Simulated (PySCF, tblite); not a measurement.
Isomers of C2H9FN2Si, one GFN2-xTB conformer each. Single-point energies are computed at PBE0/pcSseg-1 (PySCF, gas phase, no added dispersion term), electronic only.

| SMILES | GFN2-xTB relative energy (kJ/mol) |
| --- | --- |
| CCN[Si@H](N)F | 0.0 |
| N[SiH](N)CCF | 202.3 |

Conformers: `[CH3:1][CH2:2][NH:3][Si@H:4]([NH2:5])[F:6]` with C1–C2–N3–Si4 -150°, C2–N3–Si4–N5 168°, N3–Si4–N5–H 176° and -45°; `[NH2:1][SiH:2]([NH2:3])[CH2:4][CH2:5][F:6]` with H–N1–Si2–N3 -52° and 175°, N1–Si2–N3–H -177° and -40°, N1–Si2–C4–C5 146°, Si2–C4–C5–F6 55°.

Problem. What does PBE0/pcSseg-1 give for the same structures?

Solution. 
```
       SMILES  PBE0/pcSseg-1 E (Eh)  PBE0/pcSseg-1 (kJ/mol)  GFN2-xTB (kJ/mol)  point group
CCN[Si@H](N)F            -580.10815                     0.0                0.0           C1
 N[SiH](N)CCF            -580.04521                   165.2              202.3           C1
```

Both levels put the same isomer lowest. As drawn, the lower has an Si–F bond, which the higher lacks; the higher has an Si–C bond, which the lower lacks.

Problem. Which frontier levels, dipoles and rotational constants go with these structures?

Solution. 
```tsv
SMILES	HOMO (eV, PBE0/pcSseg-1)	LUMO (eV)	dipole (D)	A, B, C (MHz)
CCN[Si@H](N)F	-6.92	1.44	1.71	5168, 1554, 1340
N[SiH](N)CCF	-7.14	1.21	2.11	4771, 1717, 1433
```

Problem. What happens when harmonic zero-point energies from GFN2-xTB frequencies are added?

Solution. 
```tsv
SMILES	ZPE (kJ/mol)	electronic (kJ/mol)	with ZPE (kJ/mol)
CCN[Si@H](N)F	310.3	0.0	0.0
N[SiH](N)CCF	306.7	165.2	161.6
```

The zero-point energies span 3.6 kJ/mol. The order is unchanged.
